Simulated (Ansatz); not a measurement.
Consider the atomization: `[Cl][In]([Cl])[Cl]` → 3 Cl• + In•.

Gas-phase electronic energies from Ansatz, PBE0-D4/def2-TZVP geometries. CBS: MP2 limit from def2 TZ/QZ plus the TZ coupled-cluster correction, frozen cores. This one scheme is used for every species, atoms too. Open shells (•) are unrestricted, without spin–orbit coupling. Spin–orbit coupling would lower the free atoms: a little for Cl; strongly for In. def2 core potentials past Kr. Bonds to In are less sure, by a few kJ/mol each and by 10 to 20 or more in all where they break to atoms, as the def2 sets lack core-valence functions.

| species | MP2/def2-QZVPP energy (Eh) |
| --- | --- |
| `[Cl][In]([Cl])[Cl]` | -1569.03630 |
| Cl• | -459.66556 |
| In• | -189.64523 |

**Question.** Work out ΔE.

**Answer.** ΔE = 3 × (-459.66556) + (-189.64523) − (-1569.03630) = 0.39439 Eh = +1035.5 kJ/mol. CCSD(T)/CBS gives +1004.8 kJ/mol.

Largest T1 diagnostic among the species: 0.015.

In def2-TZVPP, CCSD(T) changes the Hartree–Fock value by +225.3 kJ/mol (the triples alone add +29.3 kJ/mol) and MP2 by +275.3 kJ/mol; breaking electron pairs costs correlation energy, which Hartree–Fock lacks. Leaving LDA and LC-ωPBE aside and taking each functional with its dispersion term where it has one, the values, not all of them listed here, spread over 90.4 kJ/mol, from BLYP-D4 to B97M-V. LDA lies +157.2 kJ/mol from PBE without D4, its usual overbinding. From r2SCAN to r2SCAN0 (25 % exact exchange), in def2-TZVPP and without D4, ΔE moves by −23.2 kJ/mol: exact exchange takes away binding that semilocal exchange gives to molecules.

For atomizations the MP2-based limit and the directly extrapolated one differ by several kJ/mol either way, and by 10 to 25 for some Ge, Se and Sn compounds, so smaller differences from it don't rank the levels.
